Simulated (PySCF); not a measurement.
Se(H)(Et), C₂H₆Se, SMILES CC[SeH], singlet, PBE0/def2-SVP optimised geometry.

```
9

Se    -0.11    -1.86     0.00
H      1.36    -1.86     0.00
C     -0.28     0.09     0.00
C      0.25     0.77    -1.25
H      0.20     0.48     0.91
H     -1.36     0.26     0.11
H     -0.24     0.39    -2.15
H      1.34     0.61    -1.36
H      0.08     1.86    -1.19
```

Density from PBE0/def2-TZVP (PySCF 2.14.0) at that geometry.

Minimum of the electron density along straight lines between bonded atoms, close to the bond critical point (lines longer than 1.1 times the sum of covalent radii, or with two minima, are not listed):

| bond | length / Å | ρ at the minimum / e bohr⁻³ | ∇²ρ there / e bohr⁻⁵ | position (fraction from the first atom) |
|---|---|---|---|---|
| Se1–H2 | 1.472 | 0.175 | -0.32 | 0.63 |
| Se1–C3 | 1.960 | 0.147 | -0.16 | 0.52 |
| C3–C4 | 1.515 | 0.251 | -0.63 | 0.51 |
| C3–H5 | 1.100 | 0.277 | -0.94 | 0.65 |
| C3–H6 | 1.101 | 0.275 | -0.93 | 0.65 |
| C4–H7 | 1.100 | 0.273 | -0.92 | 0.64 |
| C4–H8 | 1.101 | 0.272 | -0.91 | 0.64 |
| C4–H9 | 1.103 | 0.270 | -0.90 | 0.64 |
